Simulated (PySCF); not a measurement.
**Correlation energy of I²⁺ (iodine, charge +2)**

[Kr] 4d10 5s2 5p3, high-spin 4S determinant. Calculation: PySCF 2.14, in aug-cc-pwCVTZ-PP with ECP28MDF (8s7p6d4f1g, 96 functions); scalar relativity through the core potential. Frozen: 4s2 4p6 4d10; 5 electrons correlated.

```csv
level,correlation energy (mhartree)
CCSD,-81.18
(T),-2.23
CCSD(T),-83.41
```

Diagnostics: T1 = 0.0021, D1 = 0.0048, largest double amplitude 0.044.

Question: Is a single reference adequate?

Answer: Yes, within this model without spin-orbit coupling: T1 lies below 0.03 and no double amplitude reaches 0.07.
